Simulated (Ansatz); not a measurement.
Basis sets compared for GaH2I. The state is a singlet with charge 0. Geometry PBE-D4/def2-TZVP. Ansatz on 4 threads of Arm Neoverse V2 on a shared host; times are rough, and most runs start from earlier orbitals.

```xyz
4

Ga    0.027    0.268   -0.101
H    -1.306    1.082   -0.234
H     1.489    0.719   -0.445
I    -0.210   -2.070    0.781
```

In the def2 sets I takes a core potential, while STO-3G treats all electrons; there is no spin–orbit coupling.

STO-3G and 6-31G are all-electron sets without relativity, so their totals don't compare with the def2 sets.

Binding counts from free atoms (Ga doublet, H doublet, I doublet) in the same basis, without a counterpoise term.

```csv
level,functions,energy (Eh),HOMO (eV),LUMO (eV),binding per atom (eV),wall time
HF/STO-3G,47,-8752.7701,-7.10,3.98,–,0.2 s
HF/def2-TZVP,110,-2221.1183,-9.95,0.73,1.61,0.4 s
PBE-D4/def2-SVP,68,-2223.2320,-6.26,-2.75,2.12,0.35 s
PBE-D4/def2-TZVP,110,-2223.4912,-6.35,-2.78,2.12,0.55 s
r2SCAN-D4/def2-TZVP,110,-2223.9039,-6.64,-2.54,2.17,1.1 s
PBE0-D4/def2-SVP,68,-2223.3026,-7.40,-2.01,2.12,0.6 s
PBE0-D4/def2-TZVP,110,-2223.5597,-7.47,-2.02,2.12,0.95 s
```

Problem. Estimate the rows for PBE-D4/def2-TZVPD, r2SCAN-D4/def2-TZVPD, PBE0-D4/def2-TZVPD.

Solution. 
```json
{"level": "PBE-D4/def2-TZVPD", "functions": "131", "energy (Eh)": "-2223.4918", "HOMO (eV)": "-6.36", "LUMO (eV)": "-2.80", "binding per atom (eV)": "2.12", "wall time": "0.8 s"}
{"level": "r2SCAN-D4/def2-TZVPD", "functions": "131", "energy (Eh)": "-2223.9045", "HOMO (eV)": "-6.63", "LUMO (eV)": "-2.54", "binding per atom (eV)": "2.17", "wall time": "1.6 s"}
{"level": "PBE0-D4/def2-TZVPD", "functions": "131", "energy (Eh)": "-2223.5602", "HOMO (eV)": "-7.47", "LUMO (eV)": "-2.03", "binding per atom (eV)": "2.13", "wall time": "1 s"}
```
